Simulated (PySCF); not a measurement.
Computed shifts of a molecule C2H8N2OSi, PBE/pcSseg-1 (PySCF), GIAO, gas phase, atoms alike by connectivity averaged where their shifts nearly agree, in ppm (number of nuclei): ¹³C: 177.8 (1), 31.9 (1). ¹⁵N: 391.9 (1), 42.6 (1). ²⁹Si: -46.9 (1). ¹H: 8.82 (1), 5.81 (1), 2.28 (3), 1.48 (1), 1.31 (2). References: ¹³C against TMS (σ = 182.0 ppm); ¹⁵N against NH3 (σ = 267.0 ppm); ²⁹Si against TMS (σ = 335.4 ppm); ¹⁷O against H2O (σ = 334.3 ppm); ¹H against TMS (σ = 31.49 ppm), references at their B3LYP-D3(BJ)/def2-TZVP geometries, non-relativistic. Geometry: PBE0-D3(BJ)/def2-SVP. The values are those of a single conformer.

### Question
Which structure fits?
A) C/C=N\[Si@H](N)O
B) N[Si]1(N)COC1
C) O[SiH]1NCCN1
D) C=CO[SiH](N)N

### Answer
A, C/C=N\[Si@H](N)O
